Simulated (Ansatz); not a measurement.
A short molecular-dynamics run on GeH$_{8}$InN$_{2}$PSiTe, SMILES `[NH2][In]([NH2])[Te][SiH]1[PH][GeH2]1`.

```yaml
crystal:
  periodic: [false, false, false]
  atoms:
    - {symbol: N, position_ang: [-2.852765, 0.376393, 2.510031]}
    - {symbol: In, position_ang: [-1.358693, 0.039039, 1.192476]}
    - {symbol: N, position_ang: [0.453264, 0.868191, 1.543865]}
    - {symbol: Te, position_ang: [-1.928584, -1.500562, -0.941382]}
    - {symbol: Si, position_ang: [0.102069, -0.943596, -2.246596]}
    - {symbol: P, position_ang: [1.106166, 1.082445, -2.340421]}
    - {symbol: Ge, position_ang: [2.307139, -0.827381, -1.559353]}
    - {symbol: H, position_ang: [-2.771175, 1.197045, 3.093513]}
    - {symbol: H, position_ang: [-3.795597, 0.320618, 2.153404]}
    - {symbol: H, position_ang: [0.616652, 1.161470, 2.497829]}
    - {symbol: H, position_ang: [1.256565, 0.343086, 1.227919]}
    - {symbol: H, position_ang: [-0.069463, -1.529700, -3.599848]}
    - {symbol: H, position_ang: [0.753070, 1.382142, -0.992654]}
    - {symbol: H, position_ang: [2.703585, -0.728661, -0.082331]}
    - {symbol: H, position_ang: [3.477757, -1.240540, -2.456441]}
basis:
  gaussian: {orbitals: def2-SVP}
hamiltonian: {xc: {name: revPBE}}
md: {timestep: 0.5 fs, n_steps: 50, ensemble: nvt_langevin, temperature: 1000, initial_velocities: maxwell_boltzmann, friction: 0.01, seed: 295}
```

```sh
$ ansatz run in.yaml --threads 4 --pin off --events-out ev --progress --plain --max-ram 66560MiB --backend cuda --devices 0, --max-vram 37GiB
```

```tsv
step	time (fs)	potential energy (eV)	kinetic (eV)	T (K)	conserved (eV)
0	0.0	-89242.5219	1.8096	933	–
1	0.5	-89242.4652	1.7931	925	–
2	1.0	-89242.3754	1.6366	844	–
3	1.5	-89242.2750	1.5076	778	–
4	2.0	-89242.1916	1.5015	774	–
5	2.5	-89242.1444	1.5114	779	–
6	3.0	-89242.1336	1.5916	821	–
7	3.5	-89242.1449	1.5647	807	–
8	4.0	-89242.1648	1.6675	860	–
9	4.5	-89242.1767	1.6620	857	–
10	5.0	-89242.1734	1.7337	894	–
11	5.5	-89242.1505	1.7684	912	–
12	6.0	-89242.1039	1.7664	911	–
13	6.5	-89242.0441	1.7504	903	–
14	7.0	-89241.9843	1.6626	858	–
15	7.5	-89241.9321	1.6344	843	–
16	8.0	-89241.8833	1.5810	815	–
17	8.5	-89241.8416	1.5057	777	–
18	9.0	-89241.8115	1.4144	730	–
19	9.5	-89241.7845	1.4355	740	–
20	10.0	-89241.7490	1.3660	705	–
21	10.5	-89241.6994	1.2589	649	–
22	11.0	-89241.6397	1.1802	609	–
23	11.5	-89241.5921	1.1413	589	–
24	12.0	-89241.5752	1.1631	600	–
25	12.5	-89241.5929	1.2573	648	–
26	13.0	-89241.6331	1.2566	648	–
27	13.5	-89241.6790	1.2864	663	–
28	14.0	-89241.7183	1.2670	653	–
29	14.5	-89241.7450	1.2480	644	–
30	15.0	-89241.7587	1.3363	689	–
31	15.5	-89241.7565	1.3162	679	–
32	16.0	-89241.7397	1.2437	641	–
33	16.5	-89241.7163	1.2886	665	–
34	17.0	-89241.6958	1.2886	665	–
35	17.5	-89241.6854	1.2409	640	–
36	18.0	-89241.6916	1.2120	625	–
37	18.5	-89241.7137	1.2106	624	–
38	19.0	-89241.7349	1.2815	661	–
39	19.5	-89241.7393	1.3624	703	–
40	20.0	-89241.7261	1.4070	726	–
41	20.5	-89241.7046	1.5003	774	–
42	21.0	-89241.6977	1.5492	799	–
43	21.5	-89241.7269	1.5593	804	–
44	22.0	-89241.7871	1.6123	832	–
45	22.5	-89241.8607	1.7754	916	–
46	23.0	-89241.9235	1.8604	960	–
47	23.5	-89241.9536	1.9451	1003	–
48	24.0	-89241.9492	2.0651	1065	–
49	24.5	-89241.9163	2.0792	1072	–
50	25.0	-89241.8659	2.0323	1048	–
```

Velocities are drawn at the set temperature; a run this short doesn't reach equilibrium.

Frames (Å, forces in eV/Å):

```xyz
15
time=0.0 fs
N    -2.853    0.376    2.510    0.022   -0.422    0.350
In   -1.359    0.039    1.192   -0.074   -0.193   -0.184
N     0.453    0.868    1.544    0.058    0.487   -0.281
Te   -1.929   -1.501   -0.941   -0.523   -0.444   -0.187
Si    0.102   -0.944   -2.247   -0.124   -0.185   -0.003
P     1.106    1.082   -2.340    0.157    0.634   -0.572
Ge    2.307   -0.827   -1.559    0.237   -0.247    0.076
H    -2.771    1.197    3.094    0.034    0.587    0.401
H    -3.796    0.321    2.153   -0.675   -0.016   -0.229
H     0.617    1.161    2.498    0.136    0.209    0.657
H     1.257    0.343    1.228    0.541   -0.338   -0.175
H    -0.069   -1.530   -3.600   -0.045   -0.139   -0.322
H     0.753    1.382   -0.993   -0.081    0.128    0.377
H     2.704   -0.729   -0.082    0.098    0.007    0.260
H     3.478   -1.241   -2.456    0.238   -0.066   -0.169
15
time=2.0 fs
N    -2.842    0.382    2.495   -2.409   -1.802   -1.077
In   -1.365    0.037    1.184    0.347   -0.198   -0.360
N     0.452    0.874    1.552   -0.532    0.333   -0.901
Te   -1.932   -1.505   -0.937   -0.404   -0.465   -0.404
Si    0.109   -0.936   -2.250   -0.070   -0.518   -0.135
P     1.111    1.070   -2.341    0.242    0.870   -0.667
Ge    2.314   -0.818   -1.549   -1.354    0.016   -0.065
H    -2.667    1.172    3.039    0.233    2.112    1.544
H    -3.852    0.399    2.168    1.388    0.004    0.383
H     0.649    1.202    2.468    0.098    0.583    1.513
H     1.262    0.373    1.251    0.922   -0.682   -0.505
H     0.048   -1.523   -3.626   -0.190   -0.083   -0.107
H     0.796    1.318   -0.981   -0.146    0.253    0.518
H     2.680   -0.751   -0.128    0.306    0.164    1.534
H     3.455   -1.247   -2.326    1.569   -0.586   -1.270
15
time=4.0 fs
N    -2.839    0.387    2.481   -1.969    0.312    0.504
In   -1.371    0.034    1.175    0.696   -0.178   -0.460
N     0.450    0.884    1.554    0.398    0.467    0.316
Te   -1.938   -1.510   -0.932   -0.286   -0.499   -0.635
Si    0.116   -0.929   -2.254   -0.024   -0.858   -0.220
P     1.117    1.059   -2.339    0.235    1.222   -0.296
Ge    2.323   -0.808   -1.538   -1.509   -0.014    0.287
H    -2.558    1.208    3.028   -0.429    0.144    0.226
H    -3.855    0.483    2.177    1.487   -0.019    0.371
H     0.671    1.265    2.484   -0.321   -0.004   -0.021
H     1.293    0.395    1.262    0.196   -0.319   -0.262
H     0.164   -1.518   -3.644   -0.347   -0.027    0.083
H     0.836    1.271   -0.946   -0.090    0.259    0.145
H     2.668   -0.755   -0.101    0.184    0.217    1.369
H     3.489   -1.286   -2.227    1.780   -0.704   -1.408
15
time=6.0 fs
N    -2.843    0.398    2.464    0.330    1.852    2.162
In   -1.377    0.032    1.165    0.978   -0.119   -0.482
N     0.450    0.889    1.556    1.631    0.251    0.750
Te   -1.943   -1.514   -0.929   -0.171   -0.537   -0.855
Si    0.126   -0.924   -2.258   -0.051   -1.171   -0.212
P     1.122    1.049   -2.337    0.248    1.621    0.243
Ge    2.332   -0.799   -1.526    0.064   -0.642    0.809
H    -2.454    1.249    3.024   -1.305   -1.500   -0.826
H    -3.813    0.571    2.187    0.011    0.175   -0.085
H     0.671    1.341    2.487   -0.524   -0.521   -0.974
H     1.341    0.399    1.275   -1.047    0.325    0.198
H     0.277   -1.511   -3.654   -0.497    0.008    0.214
H     0.888    1.246   -0.898   -0.038    0.206   -0.432
H     2.661   -0.742   -0.010   -0.067    0.178    0.061
H     3.572   -1.355   -2.192    0.440   -0.126   -0.571
15
time=8.0 fs
N    -2.847    0.418    2.453    1.595    1.380    2.356
In   -1.382    0.030    1.154    1.204   -0.028   -0.452
N     0.455    0.894    1.562    1.625   -0.291   -0.021
Te   -1.947   -1.520   -0.926   -0.074   -0.571   -1.036
Si    0.137   -0.921   -2.263   -0.088   -1.329    0.018
P     1.125    1.042   -2.333    0.306    1.964    0.696
Ge    2.342   -0.790   -1.513    1.325   -1.217    1.298
H    -2.387    1.231    3.004   -1.444   -1.252   -0.633
H    -3.775    0.667    2.180   -1.083    0.458   -0.418
H     0.639    1.389    2.456   -0.332   -0.221   -0.319
H     1.374    0.413    1.309   -1.474    0.468    0.275
H     0.376   -1.497   -3.648   -0.606   -0.046    0.131
H     0.947    1.235   -0.849   -0.055    0.142   -0.932
H     2.648   -0.714    0.098   -0.186    0.094   -1.083
H     3.664   -1.417   -2.190   -0.713    0.448    0.119
15
time=10.0 fs
N    -2.849    0.442    2.447   -0.332   -0.123    0.743
In   -1.387    0.029    1.144    1.372    0.098   -0.402
N     0.464    0.898    1.568    0.239   -0.516   -0.778
Te   -1.952   -1.525   -0.923    0.013   -0.599   -1.179
Si    0.149   -0.921   -2.268   -0.215   -1.236    0.627
P     1.125    1.040   -2.326    0.434    2.098    0.588
Ge    2.351   -0.780   -1.500    1.753   -1.463    1.472
H    -2.366    1.165    2.973   -0.433    0.605    0.735
H    -3.776    0.769    2.169   -0.082    0.133   -0.161
H     0.590    1.429    2.418   -0.071    0.351    0.633
H     1.365    0.430    1.352   -0.586    0.018    0.060
H     0.457   -1.476   -3.616   -0.607   -0.273   -0.358
H     1.005    1.223   -0.840   -0.159    0.168   -0.849
H     2.641   -0.678    0.161   -0.180    0.019   -1.545
H     3.708   -1.463   -2.197   -1.148    0.721    0.414
15
time=12.0 fs
N    -2.852    0.468    2.441   -2.649   -0.775   -0.789
In   -1.392    0.027    1.134    1.462    0.269   -0.286
N     0.471    0.906    1.570   -1.470    0.139   -0.503
Te   -1.955   -1.530   -0.922    0.087   -0.624   -1.297
Si    0.163   -0.923   -2.276   -0.338   -1.020    1.282
P     1.125    1.042   -2.321    0.525    2.037    0.272
Ge    2.361   -0.773   -1.488    1.691   -1.499    1.433
H    -2.359    1.129    2.973    0.486    1.850    1.755
H    -3.794    0.869    2.148    1.406   -0.502    0.288
H     0.542    1.477    2.402    0.039    0.277    0.520
H     1.336    0.432    1.397    0.852   -0.655   -0.128
H     0.521   -1.451   -3.587   -0.537   -0.543   -0.927
H     1.040    1.199   -0.852   -0.236    0.266   -0.504
H     2.639   -0.647    0.172   -0.153   -0.016   -1.540
H     3.712   -1.495   -2.173   -1.166    0.796    0.423
15
time=14.0 fs
N    -2.864    0.489    2.433   -1.167    0.880    0.631
In   -1.396    0.026    1.125    1.442    0.490   -0.064
N     0.477    0.914    1.569   -1.537    0.521    0.032
Te   -1.959   -1.534   -0.921    0.134   -0.657   -1.407
Si    0.176   -0.926   -2.285   -0.255   -1.069    1.234
P     1.128    1.043   -2.316    0.614    1.918   -0.332
Ge    2.373   -0.767   -1.474    1.274   -1.458    0.923
H    -2.337    1.147    3.037   -0.707    0.084    0.213
H    -3.777    0.947    2.144    1.245   -0.513    0.232
H     0.482    1.531    2.402    0.245   -0.425   -0.321
H     1.333    0.400    1.439    0.634   -0.390    0.164
H     0.581   -1.441   -3.600   -0.612   -0.499   -0.759
H     1.073    1.181   -0.881   -0.320    0.379    0.112
H     2.635   -0.610    0.121   -0.060   -0.004   -0.943
H     3.682   -1.523   -2.134   -0.931    0.745    0.284
15
time=16.0 fs
N    -2.880    0.510    2.429    1.405    1.238    2.286
In   -1.399    0.026    1.117    1.289    0.693    0.234
N     0.478    0.924    1.568   -0.632   -0.171   -0.222
Te   -1.962   -1.536   -0.921    0.176   -0.673   -1.477
Si    0.192   -0.930   -2.293   -0.077   -1.265    0.734
P     1.131    1.047   -2.310    0.667    1.788   -0.932
Ge    2.386   -0.758   -1.462    0.425   -1.226    0.232
H    -2.337    1.173    3.117   -1.495   -1.204   -1.179
H    -3.724    1.003    2.151   -0.367    0.260   -0.313
H     0.430    1.558    2.391    0.460   -0.592   -0.366
H     1.340    0.350    1.483   -0.478    0.448    0.460
H     0.611   -1.451   -3.647   -0.779   -0.223   -0.098
H     1.095    1.184   -0.902   -0.393    0.426    0.656
H     2.620   -0.574    0.056    0.088    0.069    0.051
H     3.619   -1.528   -2.084   -0.288    0.433   -0.065
15
time=18.0 fs
N    -2.894    0.533    2.431    2.037    0.327    2.211
In   -1.401    0.027    1.110    1.097    0.848    0.523
N     0.480    0.934    1.561   -0.334   -0.701   -0.575
Te   -1.965   -1.537   -0.920    0.213   -0.675   -1.517
Si    0.207   -0.932   -2.299    0.058   -1.414    0.271
P     1.136    1.055   -2.302    0.697    1.627   -1.270
Ge    2.401   -0.750   -1.451   -0.773   -0.721   -0.337
H    -2.394    1.166    3.148   -0.925   -0.967   -0.937
H    -3.677    1.066    2.138   -1.393    0.798   -0.777
H     0.381    1.580    2.362    0.579   -0.461   -0.059
H     1.330    0.313    1.539   -0.854    0.843    0.513
H     0.608   -1.472   -3.702   -0.875    0.060    0.541
H     1.104    1.197   -0.906   -0.442    0.418    0.930
H     2.620   -0.549    0.007    0.201    0.197    1.101
H     3.554   -1.514   -2.035    0.716   -0.178   -0.618
15
time=20.0 fs
N    -2.903    0.557    2.439   -0.999   -0.487   -0.902
In   -1.401    0.029    1.105    0.897    0.986    0.822
N     0.479    0.944    1.555   -0.923   -0.275   -0.655
Te   -1.968   -1.538   -0.919    0.245   -0.650   -1.519
Si    0.219   -0.935   -2.302    0.071   -1.414    0.070
P     1.144    1.065   -2.294    0.659    1.520   -0.987
Ge    2.414   -0.741   -1.441   -1.623   -0.176   -0.161
H    -2.509    1.130    3.147    0.880    0.861    1.423
H    -3.667    1.157    2.088   -0.029   -0.358   -0.332
H     0.363    1.599    2.340    0.450   -0.283    0.124
H     1.290    0.316    1.618   -0.055    0.233    0.390
H     0.577   -1.491   -3.742   -0.842    0.235    0.907
H     1.092    1.219   -0.883   -0.438    0.316    0.575
H     2.638   -0.520    0.003    0.210    0.199    1.285
H     3.501   -1.514   -2.019    1.499   -0.708   -1.039
15
time=22.0 fs
N    -2.911    0.582    2.442   -2.353    0.347   -2.275
In   -1.401    0.030    1.099    0.715    1.100    1.118
N     0.475    0.958    1.547   -1.153    0.120   -0.745
Te   -1.972   -1.539   -0.918    0.296   -0.602   -1.502
Si    0.235   -0.940   -2.304   -0.092   -1.234    0.200
P     1.155    1.075   -2.287    0.551    1.447   -0.434
Ge    2.426   -0.731   -1.430   -1.511    0.001    0.512
H    -2.601    1.128    3.204    0.985    0.988    1.609
H    -3.660    1.242    2.001    1.268   -1.453    0.558
H     0.371    1.609    2.328    0.105    0.043    0.286
H     1.245    0.330    1.716    0.653   -0.488    0.268
H     0.509   -1.488   -3.759   -0.676    0.233    0.901
H     1.060    1.254   -0.848   -0.359    0.155   -0.031
H     2.648   -0.483    0.050    0.124    0.006    0.491
H     3.481   -1.535   -2.034    1.447   -0.664   -0.958
15
time=24.0 fs
N    -2.924    0.606    2.439   -0.964    1.684    0.234
In   -1.400    0.031    1.095    0.524    1.122    1.375
N     0.463    0.976    1.540    0.511   -0.657    0.089
Te   -1.976   -1.541   -0.918    0.358   -0.543   -1.476
Si    0.248   -0.947   -2.305   -0.315   -0.898    0.606
P     1.168    1.088   -2.282    0.341    1.332    0.111
Ge    2.437   -0.719   -1.418   -0.464   -0.509    0.724
H    -2.651    1.158    3.320   -0.078   -0.778   -1.417
H    -3.601    1.270    1.922    0.920   -1.096    0.838
H     0.384    1.617    2.342   -0.240    0.102    0.024
H     1.223    0.319    1.836   -0.470    0.258   -0.370
H     0.405   -1.473   -3.749   -0.434    0.087    0.558
H     1.000    1.284   -0.816   -0.174    0.002   -0.585
H     2.673   -0.443    0.112    0.017   -0.223   -0.413
H     3.511   -1.583   -2.075    0.468    0.119   -0.299
15
time=25.0 fs
N    -2.931    0.619    2.437   -0.185    1.358    1.148
In   -1.400    0.032    1.092    0.443    1.114    1.521
N     0.457    0.986    1.538    1.288   -1.001    0.753
Te   -1.977   -1.541   -0.919    0.393   -0.512   -1.458
Si    0.255   -0.950   -2.306   -0.438   -0.675    0.972
P     1.177    1.095   -2.280    0.223    1.256    0.275
Ge    2.443   -0.713   -1.412   -0.012   -0.740    0.760
H    -2.683    1.165    3.364   -0.237   -1.099   -2.235
H    -3.558    1.262    1.886    0.287   -0.462    0.624
H     0.390    1.626    2.352   -0.381    0.026   -0.243
H     1.213    0.312    1.899   -1.026    0.688   -0.809
H     0.337   -1.464   -3.730   -0.304   -0.044    0.205
H     0.961    1.304   -0.809   -0.053   -0.072   -0.748
H     2.690   -0.430    0.143   -0.044   -0.310   -0.758
H     3.535   -1.604   -2.095    0.046    0.472   -0.007
```

Run time 76 s (4 threads of an AMD EPYC 7R13 on a shared host and a share of an NVIDIA H100 80 GB); peak host memory 1.2 GiB.
